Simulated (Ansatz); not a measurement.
The cluster Ge₂Se, relaxed as a singlet with RKS r2SCAN-D4/def2-TZVP in Ansatz, starting from the GFN1-xTB geometry. Force threshold 0.02 eV/Å.

The structure comes from a short search, and lower isomers may exist.

Start:

Cartesian coordinates in Å:
```
Ge -1.0799 0.8176 0.1144
Ge 1.2316 0.3908 0.4226
Se -0.1516 -1.2084 -0.5371
```

(1) Estimate the energy that the relaxation releases and the steps that it takes.

(2) Does the start keep its bonding and symmetry?

(3) Predict the relaxed structure.

Results:

(1) 14.4 kJ/mol, in 3 steps; 6 s on 4 threads of Arm Neoverse V1 on a shared host. No frequencies were taken in this run, so the end may be a saddle point.

(2) By distances, no bond broke or formed. The bond that changes most is Ge1–Ge2, from 2.37 to 2.55 Å (atoms count from 1). Point group Cs at the start, C2v at the end, both within 0.05 Å.

(3) 
Cartesian coordinates in Å:
```
Ge -1.166 0.831 0.102
Ge 1.317 0.372 0.433
Se -0.151 -1.203 -0.535
```
Bond lengths: 2 × Ge–Se 2.36 Å; 1 × Ge–Ge 2.55 Å.
